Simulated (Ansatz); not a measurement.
Gas-phase electronic energies from Ansatz, PBE0-D4/def2-TZVP geometries. CCSD(T)/CBS adds triple-zeta CCSD(T) − MP2 to the extrapolated MP2 energy (def2 sets, frozen cores). This one scheme is used for every species. DFT in def2-TZVPP. B3LYP here is the variant with VWN-RPA as its local correlation; programs differ in this. HSE06 is defined as in plane-wave codes. Each species was taken in one conformer, which may not be the lowest.

Reaction (ligand exchange at the Si–O bond): `O[SiH2]O[SiH2]O` + H₂S → `O[SiH2]O[SiH2]S` + H₂O

| level | ΔE (kJ/mol) | difference from CCSD(T)/CBS |
| --- | --- | --- |
| PBE0-D4 | 30.6 | -7.4 |
| B3LYP-D4 | 41.1 | 3.1 |
| PBE-QIDH | 37.7 | -0.3 |
| HSE06 | 34.4 | -3.6 |
| CCSD/def2-SVP | 46.2 | 8.2 |
| SCS-MP2/def2-TZVPP | 46.3 | 8.3 |
| CCSD/def2-TZVPP | 47.0 | 9.0 |
| HF/def2-QZVPP | 61.8 | 23.8 |
| HF/CBS(def2) | 61.9 | 23.9 |
| CCSD/CBS(def2) | 41.5 | 3.5 |
| CCSD(T)/CBS | 38.0 | 0 |

Largest T1 diagnostic among the species: 0.012.

In def2-TZVPP, CCSD(T) changes the Hartree–Fock value by −17.4 kJ/mol (the triples alone add −3.5 kJ/mol) and MP2 by −20.7 kJ/mol. At CCSD(T), def2-SVP lies +6.2 kJ/mol from the extrapolated value and def2-TZVPP +5.5 kJ/mol. Leaving LDA and LC-ωPBE aside and taking each functional with its dispersion term where it has one, the values, not all of them listed here, spread over 23.4 kJ/mol, from revPBE-D4 to CAM-B3LYP-D4.

CCSD(T)/CBS has its own doubt, a few kJ/mol and more with outer-core shells, so smaller differences from it don't rank the levels.
